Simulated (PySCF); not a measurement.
Working with the constants of RbSi

UHF-CCSD(T) constants of RbSi, ⁴Σ⁻ (quartet), unpaired electrons σ ↑, π ↑↑ (PySCF, scalar-relativistic core potentials, basis sets Rb def2-SVP with ECP28, Si def2-SVP; masses 84.9118 and 27.9769 u):

```
ωe              : 176.4 cm⁻¹
ωexe            : 0.628 cm⁻¹
Be              : 0.076449 cm⁻¹
αe              : 0.000400 cm⁻¹
D (centrifugal) : 5.74e-08 cm⁻¹
De to Rb + Si   : 1.21 eV
```

**Question.** Give the vibrational terms G(v) and spacings up to v = 6.

**Answer.** G(v) = ωe(v+½) − ωexe(v+½)².

```
v  G(v) (cm⁻¹)  G(v) − G(v−1)  Bv (cm⁻¹)
0         88.0                   0.07625
1        263.2          175.1    0.07585
2        437.1          173.9    0.07545
3        609.7          172.6    0.07505
4        781.1          171.4    0.07465
5        951.2          170.1    0.07425
6       1120.1          168.9    0.07385
```

**Question.** How well does the Morse estimate ωe²/(4ωexe) reproduce De, and what is D0?

**Answer.** It gives 1.54 eV, 127 % of the computed De. D0 = De − G(0) = 1.21 − 0.01 = 1.20 eV.

Correlated steps freeze 5 core orbitals. Correlated levels converge slowly with the basis: in double zeta they bind strong bonds too weakly, by up to about 1 eV, and carry superposition errors of some tenths. Spin–orbit coupling is left out. The state is the lowest determinant that a PBE0 search found; another state may lie lower at other levels.
